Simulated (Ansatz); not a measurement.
`FC1([SiH2]S)BC1`, relaxed with RKS PBE0-D4/def2-TZVP in Ansatz 0.2.0 from a PBE-D4/def2-SVP geometry. The force threshold is 0.005 eV/Å; the program also tests the step.

Charge 0, multiplicity 1.

Start:

```xyz
12

F    -0.404    1.844    0.624
C    -0.386    0.537    0.138
Si    1.224   -0.356    0.587
S     2.960    0.635   -0.218
B    -1.188    0.149   -1.110
C    -1.648   -0.360    0.263
H     1.096   -1.780    0.115
H     1.433   -0.321    2.074
H     2.582    0.461   -1.517
H    -1.511    0.399   -2.242
H    -1.543   -1.336    0.766
H    -2.614    0.127    0.520
```

| step | energy (eV) | largest force (eV/Å) | largest move (Å) |
| --- | --- | --- | --- |
| 1 | -24266.4331 | 0.552 | 0.000 |
| 2 | -24266.4764 | 0.182 | 0.032 |
| 3 | -24266.4807 | 0.064 | 0.023 |
| 4 | -24266.4818 | 0.046 | 0.034 |
| 5 | -24266.4822 | 0.050 | 0.018 |
| 6 | -24266.4828 | 0.036 | 0.012 |
| 7 (rejected) | -24266.4827 | 0.045 | 0.018 |
| 8 | -24266.4829 | 0.006 | 0.009 |
| 9 | -24266.4829 | 0.005 | 0.006 |
| 10 | -24266.4829 | 0.005 | 0.008 |

End:

```xyz
12

F    -0.423    1.839    0.588
C    -0.378    0.534    0.127
Si    1.209   -0.348    0.577
S     2.942    0.617   -0.195
B    -1.192    0.134   -1.100
C    -1.635   -0.346    0.270
H     1.070   -1.741    0.074
H     1.405   -0.354    2.048
H     2.576    0.480   -1.481
H    -1.492    0.350   -2.223
H    -1.515   -1.311    0.752
H    -2.566    0.146    0.562
```

Hardware: 4 threads of an Arm Neoverse V1 on a shared host. Wall time 58 s, peak host memory 0.73 GiB.
